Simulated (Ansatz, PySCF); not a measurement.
Spin gap between two states, R1 and P1; the higher of the two is an excited state, each structure at its B3LYP-D3(BJ)/def2-TZVP stationary point, reached from a drawn start (curvature not checked).
R1, SiH2 (SMILES [SiH2]) (charge 0, multiplicity 1):
```xyz
3

Si     0.00000     0.00000    -0.70870
H      1.09082     0.00000     0.35440
H     -1.09082     0.00000     0.35440
```
P1, SiH2 (SMILES [SiH2]) (charge 0, multiplicity 3, Z-matrix in Å and degrees):
```
Si
H 1 1.4847
H 1 1.4847 2 118.43
```

```csv
level,spin gap (kJ/mol),"minus CCSD(T)/CBS(cc-pV(T+d)Z, cc-pV(Q+d)Z)"
HF/cc-pV(D+d)Z,18.6,-67.1
HF/cc-pV(T+d)Z,17.4,-68.3
HF/cc-pV(Q+d)Z,16.5,-69.1
SVWN5/def2-TZVPP,79.6,-6.1
PBE/def2-TZVPP,67.6,-18.1
PBE-D3(BJ)/def2-TZVPP,67.6,-18.1
BLYP-D4/def2-TZVPP,89.2,3.5
revPBE/def2-TZVPP,65.1,-20.6
revPBE-D3(BJ)/def2-TZVPP,65.2,-20.4
revPBE-D4/def2-TZVPP,65.3,-20.3
r2SCAN/def2-TZVPP,45.1,-40.6
r2SCAN-D3(BJ)/def2-TZVPP,45.1,-40.6
r2SCAN-D4/def2-TZVPP,45.1,-40.6
B3LYP-D3(BJ)/def2-TZVPP,85.8,0.1
B3LYP-D4/def2-TZVPP,85.8,0.1
PBE0/def2-TZVPP,62.5,-23.2
PBE0-D3(BJ)/def2-TZVPP,62.5,-23.2
PBE0-D4/def2-TZVPP,62.5,-23.2
BHLYP-D3(BJ)/def2-TZVPP,81.0,-4.7
BHLYP-D4/def2-TZVPP,81.0,-4.7
M06-2X/def2-TZVPP,79.5,-6.2
CAM-B3LYP/def2-TZVPP,83.1,-2.5
CAM-B3LYP-D3(BJ)/def2-TZVPP,83.1,-2.5
CAM-B3LYP-D4/def2-TZVPP,83.2,-2.5
wB97X-V/def2-TZVPP,90.7,5.0
wB97M-V/def2-TZVPP,101.2,15.5
B2PLYP/def2-TZVPP,83.1,-2.6
B2PLYP-D3(BJ)/def2-TZVPP,83.1,-2.6
B2PLYP-D4/def2-TZVPP,83.1,-2.6
MP2/cc-pV(T+d)Z,68.6,-17.1
MP2/cc-pV(Q+d)Z,71.4,-14.3
"MP2/CBS(cc-pV(T+d)Z, cc-pV(Q+d)Z)",74.0,-11.7
SCS-MP2/cc-pV(D+d)Z,77.2,-8.5
SCS-MP2/cc-pV(Q+d)Z,91.9,6.2
CCSD/cc-pV(D+d)Z,78.4,-7.3
CCSD/cc-pV(T+d)Z,82.8,-2.9
CCSD(T)/cc-pV(D+d)Z,79.5,-6.2
CCSD(T)/cc-pV(T+d)Z,84.3,-1.4
CCSD(T)/cc-pV(Q+d)Z,84.7,-0.9
"CCSD(T)/CBS(cc-pV(T+d)Z, cc-pV(Q+d)Z)",85.7,0.0
```

 The comparison column counts from a level with limits of its own.

P less R. No zero-point or thermal terms; singlets are restricted closed shells; open shells are unrestricted.

Correlated levels freeze the cores. CBS(a, b) extrapolates the correlation energy as X⁻³ and adds the Hartree–Fock energy of set b.

Codes used: Ansatz (a first-principles code) with Gaussian orbitals; PySCF for M06-2X and the D3/D4 terms. No computed number here is a measurement.
